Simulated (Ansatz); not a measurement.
`C[B-]1(Cl)OC(C(F)(F)F)=CC(C(F)(F)F)=[O+]1` and `FC(F)(F)C1=CC(C(F)(F)F)=[O+][Sn-]([Cl])[O]1` differ in one atom or group.

Ansatz, PBE0-D4/def2-TZVP geometries, multiplicity 1. 

Elements past krypton have def2 core potentials.

```csv
property,`C[B-]1(Cl)OC(C(F)(F)F)=CC(C(F)(F)F)=[O+]1`
HOMO–LUMO gap (ωB97M-V/def2-TZVPP) / eV,8.92
size of the dipole moment (B3LYP/def2-TZVPP) / D,3.08
HOMO–LUMO gap (B3LYP/def2-TZVPP) / eV,4.11
HOMO–LUMO gap (PBE0/def2-TZVPP) / eV,4.56
LUMO energy (B3LYP/def2-TZVPP) / eV,-4.00
HOMO–LUMO gap (PBE/def2-TZVPP) / eV,2.47
```

(1) Give the same properties after the change, and the shifts. (Estimate.)

Results:

(1) Computed: 
```json
{"property": "HOMO–LUMO gap (ωB97M-V/def2-TZVPP) / eV", "`FC(F)(F)C1=CC(C(F)(F)F)=[O+][Sn-]([Cl])[O]1`": "9.01", "shift": "0.09"}
{"property": "size of the dipole moment (B3LYP/def2-TZVPP) / D", "`FC(F)(F)C1=CC(C(F)(F)F)=[O+][Sn-]([Cl])[O]1`": "2.39", "shift": "-0.69"}
{"property": "HOMO–LUMO gap (B3LYP/def2-TZVPP) / eV", "`FC(F)(F)C1=CC(C(F)(F)F)=[O+][Sn-]([Cl])[O]1`": "4.47", "shift": "0.36"}
{"property": "HOMO–LUMO gap (PBE0/def2-TZVPP) / eV", "`FC(F)(F)C1=CC(C(F)(F)F)=[O+][Sn-]([Cl])[O]1`": "4.84", "shift": "0.28"}
{"property": "LUMO energy (B3LYP/def2-TZVPP) / eV", "`FC(F)(F)C1=CC(C(F)(F)F)=[O+][Sn-]([Cl])[O]1`": "-3.43", "shift": "0.57"}
{"property": "HOMO–LUMO gap (PBE/def2-TZVPP) / eV", "`FC(F)(F)C1=CC(C(F)(F)F)=[O+][Sn-]([Cl])[O]1`": "2.97", "shift": "0.50"}
```

With PBE0 the HOMO rises by 0.27 eV and the LUMO rises by 0.55 eV, so the gap widens by about 0.28 eV. PBE moves the HOMO by 0.03 eV and ωB97M-V by 0.44 eV. Dipoles are sizes alone; their direction can turn.

B3LYP here is the variant with VWN-RPA as its local correlation; programs differ in this.
